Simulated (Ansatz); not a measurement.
Compare A (`OCC1=CB1`) with its isomer B (`BC1=CCO1`).

Isolated molecules relaxed with PBE0-D4/def2-TZVP in Ansatz; ΔE leaves out vibrations. CCSD(T)/CBS adds triple-zeta CCSD(T) − MP2 to the extrapolated MP2 energy (def2 sets, frozen cores). Functionals use def2-TZVPP. B3LYP here is the variant with VWN-RPA as its local correlation; programs differ in this. One conformer a species, not always the lowest.

**Question.** Which isomer does CCSD(T)/CBS put lower? Give the gap. (An estimate is asked.)

**Answer.** The calculation gave: A, by 66.2 kJ/mol.

**Question.** Give E(B) − E(A) in kJ/mol with B2PLYP, r2SCAN-D4, B3LYP, B3LYP-D4, CCSD/def2-TZVPP, CCSD(T)/def2-SVP, CCSD(T)/def2-TZVPP. (Best estimate.)

**Answer.** Computed: B2PLYP 65.8, r2SCAN-D4 67.1, B3LYP 64.9, B3LYP-D4 63.9, CCSD/def2-TZVPP 68.0, CCSD(T)/def2-SVP 63.4, CCSD(T)/def2-TZVPP 62.2. None reverses the order clearly.

**Question.** Does the order hold for the free energy at 298.15 K (harmonic terms from PBE0-D4)? (Best estimate.)

**Answer.** Computed: Yes: G(B) − G(A) = +64.5 kJ/mol, for one conformer each.

Largest T1 diagnostic: 0.014.

From PBE to PBE0 (25 % exact exchange), in def2-TZVPP and without D4, E(B) − E(A) moves by +12.9 kJ/mol. In def2-TZVPP, CCSD(T) changes the Hartree–Fock value by −23.0 kJ/mol (the triples alone add −5.8 kJ/mol) and MP2 by −14.5 kJ/mol.
